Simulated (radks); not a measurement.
Results of a calculation; reference values are marked as such.
Neutral erbium inside a hard spherical wall (all orbitals vanish at R), configuration held at [Xe] 4f12 6s2 and not refilled when levels cross. Code: a radial shooting solver on a logarithmic mesh with Libxc functionals. Model: scalar-relativistic Kohn-Sham, PBE, spin-unpolarised, spherical densities, point nucleus. Eigenvalues in eV, with the zero of energy where the potential of the charges vanishes at infinity; a dash marks a level that is unbound or too diffuse for the functional's potential to be trusted. A positive occupied level is held by the wall or, in an anion where self-interaction has pushed it up, behind a barrier. The pressure on the wall is -dE/dV.

R (bohr)  E (hartree)  kinetic (hartree)    e(5s)    e(5p)   e(6s)   e(4f)  e(6p, empty)  e(5d, empty)  pressure (GPa)
free      -13086.3687          14189.803  -51.863  -26.386  -3.832  -3.139        -1.134        -0.915               0
15        -13086.3687          14189.803  -51.861  -26.384  -3.830  -3.137        -1.117        -0.910        0.000153
7         -13086.3297          14190.029  -50.670  -25.213  -2.669  -1.968         1.182         0.337            1.74
6         -13086.2685          14190.299  -49.679  -24.254  -1.355  -0.982         3.370         1.430            6.22
4         -13085.5708          14192.930  -44.462  -19.327   9.814   4.585        19.813         8.184             139
3         -13083.2795          14201.525  -35.193   -9.945  37.991  15.578        55.984        21.911            1250
2.5       -13079.2008          14216.131  -23.430    3.197  78.749  29.674        104.03        40.445            4890
2         -13067.0015          14256.451    4.803   36.393  177.70  59.762        214.49        84.906           24600
